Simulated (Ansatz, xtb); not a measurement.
System: C₂HCl₄, charge 0, multiplicity 2. It need not be the lowest isomer of its formula. SMILES: Cl[CH]C(Cl)(Cl)Cl
Coordinates optimised at B3LYP-D3(BJ)/def2-TZVP (Ansatz, a first-principles code):
```
C
C 1 1.4712
H 2 1.0775 1 120.26
Cl 2 1.6895 3 117.72 1 168.49
Cl 1 1.7872 2 108.14 3 -18.32
Cl 1 1.7946 2 112.00 3 -139.08
Cl 1 1.8211 2 110.75 3 100.54
```
Charge 0, spin multiplicity 2.

Harmonic wavenumbers from GFN2-xTB (xtb, at its own minimum), cm⁻¹: 44, 136, 199, 205, 268, 279, 345, 383, 473, 560, 706, 846, 1117, 1204, 3101.

Problem. Give the harmonic wavenumbers at B3LYP-D3(BJ)/def2-TZVP (Ansatz, finite differences of forces, unscaled).

Solution. 53, 153, 216, 236, 274, 303, 380, 406, 535, 659, 764, 865, 1129, 1286, 3241 cm⁻¹. Zero-point energy 15.0 kcal/mol.

Problem. From these and the geometry, give the ideal-gas thermochemistry at 298.15 K and 1 atm (rigid rotor, harmonic oscillator).

Solution. Point group C1, rotational symmetry number 1. Rotational constants 1.791, 1.074, 1.029 GHz. S(trans) 41.24, S(rot) 29.48, S(vib) 17.53, S(elec, spin only) 1.38, S 89.6 cal/(mol K). H(298) - H(0) 5.21 kcal/mol; G - E(el) -6.5 kcal/mol.
